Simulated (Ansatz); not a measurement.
One change: `O[B](F)[InH2]` becomes `OB(F)[SiH2]Br`.

Ansatz, PBE0-D4/def2-TZVP geometries, multiplicity 1. Each molecule was computed in one conformer, which needn't be the lowest.

Elements past krypton have def2 core potentials. Scalar relativity is left out up to krypton.

```csv
property,`O[B](F)[InH2]`
HOMO–LUMO gap (PBE/def2-TZVPP) / eV,3.48
LUMO energy (PBE0/def2-TZVPP) / eV,-2.06
LUMO energy (ωB97M-V/def2-TZVPP) / eV,-0.59
HOMO–LUMO gap (PBE0/def2-TZVPP) / eV,5.38
"ideal-gas entropy at 298 K and 1 bar (rigid rotor, harmonic PBE0-D4/def2-TZVP) / J/(mol·K)",342
HOMO energy (B3LYP/def2-TZVPP) / eV,-7.27
```

(1) What does the change do to each property? (An estimate is asked.)

## Answers

(1) Ansatz gave: 
```
                                                                                  property  `OB(F)[SiH2]Br`  shift
                                                       HOMO–LUMO gap (PBE/def2-TZVPP) / eV             5.23   1.75
                                                        LUMO energy (PBE0/def2-TZVPP) / eV            -0.98   1.08
                                                     LUMO energy (ωB97M-V/def2-TZVPP) / eV             1.01   1.60
                                                      HOMO–LUMO gap (PBE0/def2-TZVPP) / eV             7.44   2.06
ideal-gas entropy at 298 K and 1 bar (rigid rotor, harmonic PBE0-D4/def2-TZVP) / J/(mol·K)              355     13
                                                       HOMO energy (B3LYP/def2-TZVPP) / eV            -8.19  -0.92
```

With PBE0 the HOMO falls by 0.97 eV and the LUMO rises by 1.08 eV, so the gap widens by about 2.05 eV. PBE moves the HOMO by -0.84 eV and ωB97M-V by -0.99 eV. The zero-point energy changes by 19.6 kJ/mol with +3 modes. Modes under 60 cm⁻¹, often nearly free rotors, make the harmonic entropy too high.

B3LYP here is the variant with VWN-RPA as its local correlation; programs differ in this.

Spin–orbit coupling is left out; it splits and shifts lone-pair levels of the heavy atoms by tenths of an eV.
